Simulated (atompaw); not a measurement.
Cutoff test, vanadium (V), PAW (atompaw)

atompaw 4.2.0.5 input, output lines left out:

```
V 23
LDA-PW scalarrelativistic loggrid 1500 logderivrange -6 5 276
4 4 3 0 0 0
4 0 0
4 1 0
3 2 3
0 0 0
c
c
c
v
c
v
v
v
2
2.20 1.70 1.85 1.45
y
-0.5
n
n
y
-0.65
n
custom rrkj gramschmidtortho sinc
bessel
2.05
2.20
1.50
1.55
2.20
2.20
```

The pseudo-atom Hamiltonian at the reference potential is diagonalised in spherical Bessel functions j_l(qr) that vanish at 20 bohr, with q² up to the cutoff. All-electron valence levels (Ry): 4s -1.3145, 3p -4.4522, 4p -0.9506, 3d -1.5866.

Question: How do the lowest levels (Ry) of each channel move with the cutoff, and are there ghosts?

Answer:

```
cutoff (Ry)     s #1     p #1     p #2     d #1     d #2     f #1     f #2  Σ f·Δε (mRy)
          8  -1.3124  -3.6122  -0.7858  -1.4508  -0.4430  -0.2773  -0.1573        5447.7
         15  -1.3142  -4.3040  -0.8749  -1.5753  -0.4659  -0.2774  -0.1574         922.9
         25  -1.3144  -4.4367  -0.9084  -1.5863  -0.4833  -0.2774  -0.1574          93.7
         40  -1.3145  -4.4515  -0.9408  -1.5866  -0.4937  -0.2774  -0.1574           4.2
         55  -1.3145  -4.4519  -0.9503  -1.5866  -0.4940  -0.2774  -0.1574           1.8
         80  -1.3145  -4.4521  -0.9506  -1.5866  -0.4940  -0.2774  -0.1574           0.4
        400  -1.3145  -4.4522  -0.9506  -1.5866  -0.4940  -0.2774  -0.1574           0.0
```

Result: no extra level below or beside the all-electron valence levels (s, p, d, f tested); 10 mRy is reached at 35 Ry and 1 mRy at 60 Ry.
